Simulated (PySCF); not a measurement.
Cs²⁹⁺: ionisation energy

Cs²⁹⁺ [Ar] 3d8 (3F) → Cs³⁰⁺ [Ar] 3d7 (4F), as a difference of total energies. Computed with PySCF 2.14 in an uncontracted even-tempered set (19 s from 4.1 bohr⁻², ratio 2.5; 13 p from 5.4 bohr⁻², ratio 2.5; 8 d from 5.4 bohr⁻², ratio 2.5; 4 f from 24 bohr⁻², ratio 2.7; 3 g from 36 bohr⁻², ratio 2.7), with the spin-free X2C one-electron Hamiltonian (Gaussian nucleus). Correlated levels: outer shells: [Ne] frozen; virtual orbitals above 40 to 60 times the deepest correlated orbital energy dropped. The calculations carry no spin-orbit coupling.

```
                method  ionisation energy (eV)
                   UHF                  1762.4
                   LDA                  1763.7
                   PBE                  1763.4
                  PBE0                  1763.7
                r2SCAN                  1764.6
                 B97-3                  1764.0
               r2SCANh                  1764.6
    MP2 (outer shells)                  1764.0
SCS-MP2 (outer shells)                  1763.9
```

A first-order spin-orbit estimate (lowest level to lowest level, LS coupling) adds -0.253 eV.

Breit and QED terms and the two-electron picture change are absent.

For comparison: 1757 ± 4 eV (theoretical estimate listed by NIST; NIST Atomic Spectra Database, ionization energies).
